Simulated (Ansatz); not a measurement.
Reaction (formal exchange of groups at the Si–C bond): `F[SiH2]C#[C][GeH3]` + `[CH3][AlH][CH3]` → `[CH3][AlH][CH2][SiH2]F` + `C#[C][GeH3]`

Isolated molecules relaxed with PBE0-D4/def2-TZVP in Ansatz; ΔE leaves out vibrations. CBS: MP2 limit from def2 TZ/QZ plus the TZ coupled-cluster correction, frozen cores. Functionals use def2-TZVPP. B3LYP here is the variant with VWN-RPA as its local correlation; programs differ in this. For Ge outer-core shells are correlated without core-valence functions, which leaves a few kJ/mol of doubt a bond. Scalar relativity is left out up to krypton. Each species was taken in one conformer, which may not be the lowest.

```tsv
level	ΔE (kJ/mol)	difference from CCSD(T)/CBS
PBE-D4	17.3	0.8
r2SCAN-D4	18.5	2.0
PBE0-D4	15.7	-0.8
B3LYP-D4	20.8	4.3
ωB97X-V	15.2	-1.3
ωB97M-V	14.4	-2.1
B2PLYP	22.3	5.8
PBE	19.4	2.9
r2SCAN	19.1	2.6
PBE0	17.5	1.0
B3LYP	24.1	7.6
HF/def2-TZVPP	24.2	7.7
MP2/def2-TZVPP	18.8	2.3
SCS-MP2/def2-TZVPP	21.0	4.5
CCSD/def2-TZVPP	17.5	1.0
CCSD(T)/def2-TZVPP	17.3	0.8
HF/def2-QZVPP	24.2	7.7
MP2/def2-QZVPP	18.4	1.9
SCS-MP2/def2-QZVPP	20.6	4.1
HF/CBS(def2)	24.2	7.7
MP2/CBS(def2)	18.0	1.5
CCSD/CBS(def2)	16.6	0.1
CCSD(T)/CBS	16.5	0
```

Largest T1 diagnostic among the species: 0.012.

The D4 term adds −3.3 kJ/mol with B3LYP and −1.8 kJ/mol with PBE0; it sums over pairs of atoms, weighted by their polarisabilities, and B3LYP, whose exchange is more repulsive, gets the larger term. In def2-TZVPP, CCSD(T) changes the Hartree–Fock value by −6.9 kJ/mol (the triples alone add −0.1 kJ/mol) and MP2 by −5.4 kJ/mol.
